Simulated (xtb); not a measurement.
C6H13BO2, charge -1, doublet, geometry from GFN2-xTB (a state made from the parent by changing its charge; the spin is typed, not shown lowest); xtb 6.7.1 with GFN0-xTB.

xtb was given this input:
```
$ xtb mol.xyz --gfn 0 --chrg -1 --uhf 1 --etemp 10000 --json

# file mol.xyz
22

C     -1.77443156    -0.03191137     0.91494243
C     -0.75124689    -0.12720494    -0.24514073
C     -1.10616191    -1.36493490    -1.08690439
O     -0.82499265     1.01632732    -1.01685730
B      0.18583498     2.03053219    -0.44014834
O      0.96214703     1.20889894     0.59016274
C      0.71032703    -0.12882250     0.32503890
C      0.89589233    -0.97174480     1.59721700
C      1.70044373    -0.64955152    -0.74303435
H     -2.75186738     0.20851246     0.49704539
H     -1.47413877     0.77917351     1.57305794
H     -1.84481081    -0.96412466     1.47529917
H     -2.16538540    -1.33314379    -1.34204685
H     -0.53766293    -1.36976965    -2.01263706
H     -0.90548402    -2.28296741    -0.53323451
H      0.91172842     2.44031569    -1.35570131
H      0.36356144    -0.52470063     2.43214634
H      1.95485054    -1.00741509     1.85289181
H      0.53831834    -1.99069113     1.44346683
H      1.52045255    -0.10826009    -1.66767722
H      2.71640861    -0.43410250    -0.41136552
H      1.59868284    -1.72227788    -0.90965996
```

Question: Predict the main parts of the log of this xtb run.

Answer: 
```
   ID    Z sym.   atoms
    1    6 C      1-3, 7-9
    2    8 O      4, 6
    3    5 B      5
    4    1 H      10-22

           -------------------------------------------------
          |                Calculation Setup                |
           -------------------------------------------------

           -------------------------------------------------
          |                 G F N 0 - x T B                 |
           -------------------------------------------------

          ...................................................
          :                      SETUP                      :
          :.................................................:
          :  # basis functions                  62          :
          :  # atomic orbitals                  62          :
          :  # shells                           44          :
          :  # electrons                        53          :
          :  electronic temp.        10000.0000000     K    :
          :  accuracy                    1.0000000          :
          :  -> integral cutoff          0.2500000E+02      :
          :  -> integral neglect         0.1000000E-07      :
          ...................................................

         :::::::::::::::::::::::::::::::::::::::::::::::::::::
         ::                     SUMMARY                     ::
         :::::::::::::::::::::::::::::::::::::::::::::::::::::
         :: total energy             -29.204967418842 Eh    ::
         :: gradient norm              0.095361650189 Eh/a0 ::
         :: HOMO-LUMO gap              3.416522922359 eV    ::
         ::.................................................::
         :: H0 energy                -28.265378408910 Eh    ::
         :: repulsion energy           0.317766118155 Eh    ::
         :: electrostat energy        -1.200026278494 Eh    ::
         :: -> Gsolv                   0.000000000000 Eh    ::
         ::    -> Gsasa                0.000000000000 Eh    ::
         ::    -> Gshift               0.000000000000 Eh    ::
         :: dispersion energy         -0.009853290388 Eh    ::
         :: short-range corr.         -0.047475559206 Eh    ::
         :: add. restraining           0.000000000000 Eh    ::
         :: total charge              -1.000000000000 e     ::
         :::::::::::::::::::::::::::::::::::::::::::::::::::::

           -------------------------------------------------
          |                Property Printout                |
           -------------------------------------------------

    * Orbital Energies and Occupations

         #    Occupation            Energy/Eh            Energy/eV
      -------------------------------------------------------------
         1        2.0000           -0.6727224             -18.3057
       ...           ...                  ...                  ...
        15        1.9979           -0.5212363             -14.1836
        16        1.9978           -0.5204929             -14.1633
        17        1.9972           -0.5121166             -13.9354
        18        1.9967           -0.5070467             -13.7974
        19        1.9962           -0.5024853             -13.6733
        20        1.9936           -0.4860097             -13.2250
        21        1.9932           -0.4842518             -13.1772
        22        1.9921           -0.4794927             -13.0477
        23        1.9739           -0.4411455             -12.0042
        24        1.9708           -0.4374830             -11.9045
        25        1.9519           -0.4211960             -11.4613
        26        1.9219           -0.4049656             -11.0197
        27        0.9418           -0.2778178              -7.5598 (HOMO)
        28        0.0592           -0.1522629              -4.1433 (LUMO)
        29        0.0559           -0.1503180              -4.0904
        30        0.0372           -0.1368734              -3.7245
        31        0.0362           -0.1359856              -3.7004
        32        0.0206           -0.1176660              -3.2019
        33        0.0161           -0.1097049              -2.9852
        34        0.0123           -0.1012558              -2.7553
        35        0.0102           -0.0951678              -2.5896
        36        0.0081           -0.0876481              -2.3850
        37        0.0073           -0.0844510              -2.2980
        38        0.0057           -0.0767921              -2.0896
       ...           ...                  ...                  ...
        62                          0.4351147              11.8401
      -------------------------------------------------------------
                  HL-Gap            0.1255549 Eh            3.4165 eV
             Fermi-level            0.0000000 Eh            0.0000 eV

     #   Z          covCN         q      C6AA      α(0)
     1   6 C        3.753    -0.416    33.210     8.316
     2   6 C        3.809     0.365    17.157     5.968
     3   6 C        3.753    -0.428    33.568     8.361
     4   8 O        1.618    -0.454    21.790     6.313
     5   5 B        2.509     0.040    37.280    10.250
     6   8 O        1.622    -0.453    21.754     6.308
     7   6 C        3.813     0.361    17.203     5.976
     8   6 C        3.753    -0.427    33.533     8.357
     9   6 C        3.753    -0.418    33.263     8.323
    10   1 H        0.925     0.068     2.106     2.269
    11   1 H        0.925     0.095     1.834     2.118
    12   1 H        0.925     0.055     2.262     2.352
    13   1 H        0.925     0.065     2.136     2.286
    14   1 H        0.925     0.078     2.002     2.213
    15   1 H        0.924     0.053     2.280     2.361
    16   1 H        0.902     0.003     3.004     2.712
    17   1 H        0.925     0.078     2.002     2.213
    18   1 H        0.925     0.065     2.144     2.290
    19   1 H        0.924     0.053     2.281     2.362
    20   1 H        0.925     0.094     1.841     2.122
    21   1 H        0.924     0.067     2.116     2.275
    22   1 H        0.924     0.055     2.255     2.348

 Mol. C6AA /au·bohr⁶  :       4330.926229
 Mol. C8AA /au·bohr⁸  :      99288.114038
 Mol. α(0) /au        :         98.091464

Wiberg/Mayer (AO) data.
largest (>0.10) Wiberg bond orders for each atom

 ---------------------------------------------------------------------------
     #   Z sym  total        # sym  WBO       # sym  WBO       # sym  WBO
 ---------------------------------------------------------------------------
     1   6 C    3.946 --    12 H    0.977     2 C    0.975    11 H    0.974
                            10 H    0.973
     2   6 C    3.914 --     4 O    0.995     3 C    0.987     1 C    0.975
                             7 C    0.930
     3   6 C    3.950 --     2 C    0.987    14 H    0.974    15 H    0.973
                            13 H    0.973
     4   8 O    1.887 --     2 C    0.995     5 B    0.771
     5   5 B    2.480 --    16 H    0.876     6 O    0.780     4 O    0.771
     6   8 O    1.887 --     7 C    0.987     5 B    0.780
     7   6 C    3.910 --     8 C    0.988     6 O    0.987     9 C    0.977
                             2 C    0.930
     8   6 C    3.951 --     7 C    0.988    17 H    0.974    18 H    0.973
                            19 H    0.973
     9   6 C    3.946 --     7 C    0.977    22 H    0.976    20 H    0.974
                            21 H    0.973
    10   1 H    0.982 --     1 C    0.973
    11   1 H    0.981 --     1 C    0.974
    12   1 H    0.969 --     1 C    0.977
    13   1 H    0.977 --     3 C    0.973
    14   1 H    0.979 --     3 C    0.974
    15   1 H    0.972 --     3 C    0.973
    16   1 H    0.895 --     5 B    0.876
    17   1 H    0.978 --     8 C    0.974
    18   1 H    0.977 --     8 C    0.973
    19   1 H    0.972 --     8 C    0.973
    20   1 H    0.979 --     9 C    0.974
    21   1 H    0.981 --     9 C    0.973
    22   1 H    0.969 --     9 C    0.976
 ---------------------------------------------------------------------------

Topologies differ in total number of bonds
Writing topology from bond orders to xtbtopo.mol

 dipole moment from electron density (au)
     X       Y       Z
  -0.4380  -2.5332   0.8352  total (Debye):    6.870

           -------------------------------------------------
          | TOTAL ENERGY              -29.204967418842 Eh   |
          | GRADIENT NORM               0.095361650189 Eh/α |
          | HOMO-LUMO GAP               3.416522922359 eV   |
           -------------------------------------------------

normal termination of xtb
```
